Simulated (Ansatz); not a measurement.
Cu₂I (the lowest doublet isomer of a short search) was relaxed with r2SCAN-D4 (def2-TZVP) in Ansatz in these states: neutral doublet, neutral quartet. The geometries follow in no particular order.

In the def2 sets I takes a core potential; there is no spin–orbit coupling.

A:

```xyz
3

Cu    0.040   -0.790    1.132
Cu    0.196   -0.705   -1.170
I    -0.236    1.495    0.039
```

B:

```xyz
3

Cu    1.276   -0.485   -0.460
Cu   -0.755   -0.929    0.802
I    -0.521    1.415   -0.341
```

Judge from the bond lengths which geometry belongs to which state (an estimate).

A is the neutral doublet (Cu1–Cu2 2.309 Å, Cu2–I3 2.547 Å, Cu1–I3 2.548 Å); B is the neutral quartet (Cu1–Cu2 2.432 Å, Cu2–I3 2.618 Å, Cu1–I3 2.618 Å).
